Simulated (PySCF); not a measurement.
A side-by-side comparison of computed properties.

First species: C₈H₁₁FSi.
SMILES: `CC#C[C@@H](C)[Si@H](F)C#CC`

Second species: C6H12F2Si.
Atom-mapped SMILES: `[CH3:1][C@@:2]1([F:3])[CH2:4][C@@H:5]([F:6])[CH2:7][CH2:8][SiH2:9]1` (hydrogens: H10, H11, H12 on C1; H13, H14 on C4; H15 on C5; H16, H17 on C7; H18, H19 on C8; H20, H21 on Si9)

Levels: PBE0/pcSseg-1 for HOMO energy, LUMO energy and HOMO–LUMO gap. Geometries: GFN2-xTB. All species are isolated and taken at one optimised geometry, non-relativistic unless stated; the electronic structure was computed with PySCF and density fitting.

The conformers computed, where there is a choice (atom-mapped SMILES and torsion angles):
- `[CH3:1][C:2]#[C:3][C@@H:4]([CH3:5])[Si@H:6]([F:7])[C:8]#[C:9][CH3:10]`: C3–C4–Si6–F7 180°

The conformers of `C[C@@]1(F)C[C@@H](F)CC[SiH2]1` aren't listed.

Values for the first species:

```
HOMO energy   : -6.98 eV
LUMO energy   : -0.17 eV
HOMO–LUMO gap : 6.81 eV
```

**Question.** Estimate the same properties for the second species, and the change in each.

**Answer.** 
| property | first | second | second less first |
| --- | --- | --- | --- |
| HOMO energy | -6.98 eV | -7.93 eV | -0.95 eV |
| LUMO energy | -0.17 eV | 0.76 eV | +0.93 eV |
| HOMO–LUMO gap | 6.81 eV | 8.69 eV | +1.88 eV |

On the first:  GFN2-xTB frequencies show an imaginary mode (43i cm⁻¹), so this geometry is no minimum at that level.

